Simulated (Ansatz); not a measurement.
Molecular dynamics of H₂CS₂

Input file:

```yaml
crystal:
  lattice:
    - [8.887488, 0.0, 0.0]
    - [0.0, 8.887488, 0.0]
    - [0.0, 0.0, 8.887488]
  atoms:
    - { symbol: H, position: [0.0414692, 0.89966661, 0.34195681] }
    - { symbol: H, position: [-0.02316236, 0.92087676, 0.29125008] }
    - { symbol: H, position: [0.58224087, 0.16319659, 0.67542181] }
    - { symbol: H, position: [0.58207573, 0.24694495, 0.6674936] }
    - { symbol: H, position: [0.16794766, 0.15308451, 0.15817882] }
    - { symbol: H, position: [0.16407378, 0.18454103, 0.07958785] }
    - { symbol: H, position: [0.93688976, 0.18960794, 0.78312175] }
    - { symbol: H, position: [0.96630766, 0.26829345, 0.79527818] }
    - { symbol: H, position: [0.7142542, 0.9822314, 0.47861805] }
    - { symbol: H, position: [0.77610972, 1.03200848, 0.50869748] }
    - { symbol: H, position: [0.94424155, 0.75907026, 1.06648637] }
    - { symbol: H, position: [0.96890371, 0.78236797, 0.98872599] }
    - { symbol: S, position: [0.26637761, 0.59670939, 0.17541667] }
    - { symbol: C, position: [0.22002976, 0.56420279, 0.00902243] }
    - { symbol: S, position: [0.17277438, 0.53127316, -0.15763597] }
    - { symbol: S, position: [0.59693296, 0.87564116, 0.16836782] }
    - { symbol: C, position: [0.63694979, 0.88700337, -0.00227541] }
    - { symbol: S, position: [0.67748304, 0.89707136, -0.17284412] }
    - { symbol: S, position: [0.49046464, 0.26852752, 0.34655674] }
    - { symbol: C, position: [0.49498703, 0.26606985, 0.17075214] }
    - { symbol: S, position: [0.49874405, 0.26214663, -0.00496425] }
    - { symbol: S, position: [0.54427609, 0.53714256, 0.70491348] }
    - { symbol: C, position: [0.65368968, 0.59211155, 0.57828111] }
    - { symbol: S, position: [0.76256709, 0.6493139, 0.45280262] }
    - { symbol: S, position: [0.23685893, 0.97717854, 0.82402694] }
    - { symbol: C, position: [0.28770596, 0.91521411, 0.6678388] }
    - { symbol: S, position: [0.33992868, 0.85323645, 0.51148605] }
    - { symbol: S, position: [1.0015217, 0.30320786, 0.438818] }
    - { symbol: C, position: [0.93339935, 0.35208266, 0.28423126] }
    - { symbol: S, position: [0.86514127, 0.40301608, 0.1307719] }
basis:
  ecutwfc: 420.0
kpoints:
  mp_grid: { grid: [1, 1, 1] }
hamiltonian:
  xc: pbe
  dispersion: d3bj
scf:
  occupations: { method: fermi_dirac, width: 0.05 }
  lower_state_search: "off"
md:
  timestep: 0.75
  n_steps: 160
  ensemble: nvt_langevin
  temperature: 500.0
  initial_velocities: maxwell_boltzmann
  seed: 775233
  friction: 0.02
```

Command:

```bash
$ ansatz run input.yaml --threads 1 --pin off --max-ram 3072MiB --backend cpu --events-out ev --progress --plain --runs-dir out
```

It starts from a partly relaxed structure (largest force component 0.24 eV/Å).

Output, in part (step lines):

```
md step     0: t =     0.00 fs  T =   483.3 K  F+E_penalty+E_count = -12517.60284322 eV  E_kin = 1.874270 eV  (10 SCF iters)
[... lines left out ...]
```

The steps, from the saved trajectory:

```json
{"time (fs)": "0.0", "T (K)": "483", "potential energy less start (eV)": "0.000"}
{"time (fs)": "3.8", "T (K)": "476", "potential energy less start (eV)": "0.148"}
{"time (fs)": "7.5", "T (K)": "436", "potential energy less start (eV)": "0.295"}
{"time (fs)": "11.2", "T (K)": "428", "potential energy less start (eV)": "0.378"}
{"time (fs)": "15.0", "T (K)": "349", "potential energy less start (eV)": "0.541"}
{"time (fs)": "18.8", "T (K)": "371", "potential energy less start (eV)": "0.584"}
{"time (fs)": "22.5", "T (K)": "399", "potential energy less start (eV)": "0.536"}
{"time (fs)": "26.2", "T (K)": "349", "potential energy less start (eV)": "0.640"}
{"time (fs)": "30.0", "T (K)": "341", "potential energy less start (eV)": "0.646"}
{"time (fs)": "33.8", "T (K)": "420", "potential energy less start (eV)": "0.545"}
{"time (fs)": "37.5", "T (K)": "525", "potential energy less start (eV)": "0.507"}
{"time (fs)": "41.2", "T (K)": "470", "potential energy less start (eV)": "0.582"}
{"time (fs)": "45.0", "T (K)": "460", "potential energy less start (eV)": "0.597"}
{"time (fs)": "48.8", "T (K)": "452", "potential energy less start (eV)": "0.726"}
{"time (fs)": "52.5", "T (K)": "497", "potential energy less start (eV)": "0.852"}
{"time (fs)": "56.2", "T (K)": "525", "potential energy less start (eV)": "0.832"}
{"time (fs)": "60.0", "T (K)": "536", "potential energy less start (eV)": "0.736"}
{"time (fs)": "63.8", "T (K)": "453", "potential energy less start (eV)": "0.838"}
{"time (fs)": "67.5", "T (K)": "451", "potential energy less start (eV)": "0.781"}
{"time (fs)": "71.2", "T (K)": "403", "potential energy less start (eV)": "0.846"}
{"time (fs)": "75.0", "T (K)": "322", "potential energy less start (eV)": "0.953"}
{"time (fs)": "78.8", "T (K)": "337", "potential energy less start (eV)": "0.855"}
{"time (fs)": "82.5", "T (K)": "372", "potential energy less start (eV)": "0.888"}
{"time (fs)": "86.2", "T (K)": "357", "potential energy less start (eV)": "0.953"}
{"time (fs)": "90.0", "T (K)": "424", "potential energy less start (eV)": "1.051"}
{"time (fs)": "93.8", "T (K)": "446", "potential energy less start (eV)": "1.138"}
{"time (fs)": "97.5", "T (K)": "409", "potential energy less start (eV)": "1.228"}
{"time (fs)": "101.2", "T (K)": "480", "potential energy less start (eV)": "0.945"}
{"time (fs)": "105.0", "T (K)": "481", "potential energy less start (eV)": "1.014"}
{"time (fs)": "108.8", "T (K)": "577", "potential energy less start (eV)": "0.887"}
{"time (fs)": "112.5", "T (K)": "507", "potential energy less start (eV)": "0.884"}
{"time (fs)": "116.2", "T (K)": "497", "potential energy less start (eV)": "1.120"}
{"time (fs)": "120.0", "T (K)": "451", "potential energy less start (eV)": "1.258"}
```

All steps were run. The mean temperature of the second half is 13 % below the set value. A run of 0.12 ps of so small a system gives no equilibrium averages. Limits of this set-up: coarse k mesh.

Mean squared displacements from the first frame to the last, about the centre of mass: H 0.70 Å², S 0.21 Å², C 0.08 Å².

Last frame:

```xyz
30
Lattice="8.8875 0.0000 0.0000 0.0000 8.8875 0.0000 0.0000 0.0000 8.8875" Properties=species:S:1:pos:R:3
H 0.637 8.585 2.367
H -0.092 8.591 2.390
H 4.626 1.849 6.019
H 5.294 2.092 6.270
H 1.392 1.686 0.276
H 1.005 1.266 0.718
H 8.461 1.942 6.993
H 8.199 1.454 6.400
H 6.524 8.907 3.722
H 7.327 8.791 3.523
H 7.743 6.968 9.548
H 8.419 6.789 9.716
S 2.277 5.706 1.748
C 2.019 5.170 0.300
S 1.749 4.608 -1.115
S 5.031 7.749 1.441
C 5.239 7.830 -0.079
S 5.706 7.709 -1.570
S 4.229 2.469 3.411
C 4.274 2.255 1.920
S 4.295 2.001 0.382
S 4.876 4.970 6.577
C 5.734 5.206 5.261
S 6.781 5.508 4.120
S 2.000 8.559 7.127
C 2.532 8.109 5.681
S 3.091 7.689 4.254
S 9.326 3.199 3.567
C 8.238 3.035 2.569
S 7.341 2.871 1.296
```

Run time: 7.8 min on 1 thread of Arm Neoverse V2, with other jobs on the host, peak memory 0.56 GiB.
